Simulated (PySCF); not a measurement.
Vertical excitations of a molecule C4H10Si2 from TDA-M06-2X/def2-SVPD (PySCF), as energy in eV (oscillator strength): 5.56 (0.010), 6.40 (0.118), 6.95 (0.745), 7.14 (0.235), 7.35 (0.028), 7.40 (0.281). Lowest triplet (TDA): 4.35 eV. Geometry optimised at B3LYP-D3(BJ)/def2-SVP. One conformer was computed; it need not be the lowest.

Identify the compound among the candidates.
A) C[SiH2]C1=C[SiH2]C1
B) CCC1=C[SiH2][SiH2]1
C) C=C[SiH2]/C=C/[SiH3]
D) [SiH3]C1=C[C@H]([SiH3])C1

C, C=C[SiH2]/C=C/[SiH3]
